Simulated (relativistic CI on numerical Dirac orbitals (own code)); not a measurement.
## Calculated levels, Cu

Calculated at this level of theory: Dirac-Coulomb-Breit CI, separate exchange-only KLI orbitals for each configuration, a model potential for QED, valence Slater integrals scaled by 0.85, configuration energies shifted to the measured levels that pair with them (semi-empirical) (own radial code, finite nucleus).

CI space (outside the closed core [Ar]): 3d¹⁰4s, 3d⁹4s², 3d¹⁰4p, 3d⁹4s4p, 3d¹⁰5s, 3d¹⁰4d, 3d¹⁰5p, 3d¹⁰6s, 3d¹⁰4f, 3d¹⁰6p, 3d¹⁰5d, 3d¹⁰5g, 3d¹⁰5f, 3d¹⁰6d, 3d⁹4s5s, 3d¹⁰6g, 3d⁸4s4p², 3d⁹4p², 3d⁹4s5p, 3d⁸4s²4p, 3d⁹4s6s, 3d⁹4s4d, 3d⁹4s4f, 3d⁹4s6p, 3d⁹4s5d. Levels of other configurations are missing.

The lowest level is 3d¹⁰4s ²S1/2, with 98 % of that term; Hund's rules for 3d¹⁰4s give ²S with J = 1/2, in agreement.

```csv
No.,Configuration,Term,J,E (cm⁻¹),%,Next component (%),jj configuration (%)
1,3d¹⁰4s,²S,1/2,0.0,98,1 3d⁹4p² ²S,4s (98)
2,3d⁹4s²,²D,5/2,11229.7,95,4 3d⁹4p² ²D,3d5/2^5 (95)
3,3d⁹4s²,²D,3/2,13215.9,95,4 3d⁹4p² ²D,3d3/2^3 3d5/2^6 (95)
4,3d¹⁰4p,²P°,1/2,30597.8,96,3 3d⁹4s4p ²P°,4p1/2 (96)
5,3d¹⁰4p,²P°,3/2,30717.2,96,3 3d⁹4s4p ²P°,4p3/2 (96)
6,3d⁹4s4p,⁴P°,5/2,39462.1,97,1 ⁴D°,3d5/2^5 4s 4p1/2 (55)
7,3d⁹4s4p,⁴P°,3/2,40502.0,95,2 ²P°,3d5/2^5 4s 4p3/2 (42)
8,3d⁹4s4p,⁴F°,9/2,40931.3,99,1 3d⁹4s5p ⁴F°,3d5/2^5 4s 4p3/2 (99)
9,3d⁹4s4p,⁴F°,7/2,41260.4,90,5 ²F°,3d5/2^5 4s 4p1/2 (53)
10,3d⁹4s4p,⁴P°,1/2,41290.5,96,1 ²P°,3d3/2^3 3d5/2^6 4s 4p3/2 (72)
11,3d⁹4s4p,⁴F°,5/2,41720.8,86,8 ²F°,3d5/2^5 4s 4p1/2 (56)
12,3d⁹4s4p,⁴F°,3/2,42355.5,94,3 ⁴D°,3d3/2^3 3d5/2^6 4s 4p1/2 (67)
13,3d⁹4s4p,⁴D°,7/2,43065.5,92,4 ²F°,3d5/2^5 4s 4p3/2 (87)
14,3d¹⁰5s,²S,1/2,43137.6,100,,5s (100)
15,3d⁹4s4p,⁴D°,5/2,43611.8,79,10 ²F°,3d5/2^5 4s 4p3/2 (57)
16,3d⁹4s4p,⁴D°,3/2,44206.6,82,10 ²D°,3d3/2^3 3d5/2^6 4s 4p3/2 (47)
17,3d⁹4s4p,⁴D°,1/2,44557.4,91,6 ²P°,3d3/2^3 3d5/2^6 4s 4p3/2 (43)
18,3d⁹4s4p,²F°,5/2,44726.4,80,12 ⁴F°,3d3/2^3 3d5/2^6 4s 4p3/2 (43)
19,3d⁹4s4p,²F°,7/2,45472.7,89,7 ⁴F°,3d3/2^3 3d5/2^6 4s 4p3/2 (80)
20,3d⁹4s4p,²D°,3/2,46166.7,81,9 ⁴D°,3d5/2^5 4s 4p3/2 (45)
21,3d⁹4s4p,²P°,1/2,46262.5,81,9 3d¹⁰5p ²P°,3d5/2^5 4s 4p3/2 (49)
22,3d⁹4s4p,²P°,3/2,46637.1,77,11 3d¹⁰5p ²P°,3d3/2^3 3d5/2^6 4s 4p1/2 (51)
23,3d⁹4s4p,²D°,5/2,46787.6,91,8 ⁴D°,3d3/2^3 3d5/2^6 4s 4p3/2 (51)
24,3d¹⁰5p‡,²P°,3/2,49497.0,84,16 3d⁹4s4p ²P°,5p3/2 (84)
25,3d¹⁰5p‡,²P°,1/2,49553.7,88,12 3d⁹4s4p ²P°,5p1/2 (88)
26,3d¹⁰4d,²D,3/2,49937.0,100,,4d3/2 (100)
27,3d¹⁰4d,²D,5/2,49941.0,100,,4d5/2 (100)
28,3d¹⁰6s‡,²S,1/2,52449.7,100,,6s (100)
29,3d¹⁰6p‡,²P°,3/2,54869.8,88,10 3d⁹4s4p ²P°,6p3/2 (88)
30,3d¹⁰5d‡,²D,3/2,54879.7,100,,5d3/2 (100)
```

Energies count from the lowest computed level; ° marks odd parity. Filled j subshells are mostly left out of the jj labels. ‡ marks configurations that were not tied to measured data.

The mean weight of the leading LS term, summed over parents, in these 30 levels is 91 %, and that of the leading jj configuration (from the same eigenvectors) 74 %, so LS coupling describes them better.

Configurations whose levels could be paired with our table of measured levels were shifted onto them, all but the ground configuration, by the median error of their levels; single terms can still be off by 1,000 to 2,000 cm⁻¹ or more, and rates follow the energies as ν³ (E1, M1) or ν⁵ (E2). The others borrow a shift and can be off by several thousand cm⁻¹ or more. The fine structure of a lone outer electron comes out too small, for d and f at times inverted, and misplaced configurations move strength between like terms. 18 of the 23 excited levels that our extract of the measured tables holds in this range could be paired (the sources list more); they are missed by 203 cm⁻¹ on average and 794 at most, after the shifts were fitted to these levels, and levels without a partner can miss by more.

LS names give the leading component of a level, which can be under half, so a name can repeat, a term be missing and a line seem to break the LS rules.
